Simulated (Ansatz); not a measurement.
The first iterations of a band of GeH5NOS (9 atoms, charge 0, multiplicity 1).

Computed with RKS B3LYP/def2-mTZVP in Ansatz.

```yaml
movable_images: 5
climbing_image: yes
spring: 5.0 eV/Å²
optimiser: quadratic models (default)
start_path: through a guess of the saddle point
force_threshold: 0.03 eV/Å
iteration_limit: 60
end_points: relaxed
```

Initial state:

```xyz
9
Properties=species:S:1:pos:R:3
N -0.095 0.777 -1.526
Ge 0.378 0.089 0.103
O 0.834 -1.600 -0.273
S -1.314 0.081 1.613
H -0.640 0.145 -2.101
H -0.520 1.697 -1.528
H 1.568 0.861 0.692
H 0.381 -2.230 0.303
H -0.504 0.132 2.699
```

Final state:

```xyz
9
Properties=species:S:1:pos:R:3
N -0.383 0.999 -1.131
Ge 0.358 -0.058 0.166
O 0.706 -1.691 -0.499
S -1.146 -0.391 1.800
H -1.273 0.669 -1.488
H 0.228 1.221 -1.910
H 1.648 0.616 0.670
H 1.086 -2.304 0.146
H -1.135 0.894 2.230
```

| iteration | highest image above the first end (eV) | largest band force component (eV/Å) |
| --- | --- | --- |
| 1 | 2.184 | 11.020 |
| 2 | 0.383 | 3.337 |
| 3 | 0.341 | 3.224 |
| 4 | 0.095 | 0.622 |

Q: Does the band converge within its limit, and where does its top end?

A: It converged. It ended after 12 iterations with the highest image 0.064 eV above the first end. A vibrational analysis at the climbing image gives one clearly imaginary mode, 356i cm⁻¹: a first-order saddle point.

Time of the run: 3.6 min on 2 threads of Arm Neoverse V1 (shared host), peak memory 0.27 GiB.
